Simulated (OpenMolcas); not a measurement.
Ho⁴⁺.

```json
{
 "Program": "OpenMolcas",
 "Method": "CASSCF",
 "Basis": "ANO-R3 [9s8p5d5f3g2h]",
 "Scalar Hamiltonian": "X2C, finite nucleus",
 "Active space": "9 electrons in 7 orbitals (4f)",
 "State averaging": "2S+1 = 6 odd, 21 roots; 2S+1 = 4 odd, 224 roots (128 in the spin-orbit step); 2S+1 = 2 odd, 231 roots kept (CI in the orbitals of an earlier block, 143 in the spin-orbit step)",
 "Spin-orbit coupling": "RASSI with atomic mean-field integrals over the reference wave functions, term energies averaged over their components"
}
```

Levels without dynamic correlation, in cm⁻¹ above 4f⁹ ⁶H°_15/2:

```json
{"Level": "4f⁹ ⁴M°_21/2", "E": "30311"}
{"Level": "4f⁹ ⁶F°_11/2", "E": "11040"}
{"Level": "4f⁹ ⁴G°_11/2(1)", "E": "29924"}
```

On this reference, MS-CASPT2, IPEA 0.25 Eh, imaginary shift 0.1 Eh (closed shells correlated: 5s 5p) puts 4f⁹ ⁴M°_21/2 at 30390 cm⁻¹.

Question: Estimate the other levels at that method by one scale factor, and say how well it serves.

Answer: The factor is 30390 / 30311 = 1.003. Scaled values beside those that MS-CASPT2 gives:
| Level | Scaled | MS-CASPT2 | Miss (%) |
| --- | --- | --- | --- |
| 4f⁹ ⁶F°_11/2 | 11073 | 9110 | +21.5 |
| 4f⁹ ⁴G°_11/2(1) | 30014 | 27300 | +9.9 |
For these levels the scaled values miss MS-CASPT2 by up to 21.5 %, as correlation changes each term by its own factor, spin-orbit parts do not scale and CASPT2 has its own spread within terms. This holds within one configuration; levels of others move differently, and the target method has errors of its own against measurement.

CASPT2 breaks the degeneracy within a term, and the mean is taken; among the terms shown or strongly mixed into the levels shown the widest spread is 200 cm-1 (4f⁹ ⁶H°, MS-CASPT2). High states are left out of the spin-orbit mixing, which shifts the levels that they would mix with. Without dynamic correlation excited terms often stand tens of per cent too high (terms of higher spin than the ground term too low), and those without a measured partner can miss by more than the paired ones (holds for CASSCF). Blocks of more than 70 roots (2S+1 = 4 odd, 2 odd) ran without multistate coupling (holds for MS-CASPT2). Only configurations of the active space appear.

A number in round brackets counts repeated terms of one configuration in the order of the reference energies. ° marks odd parity.
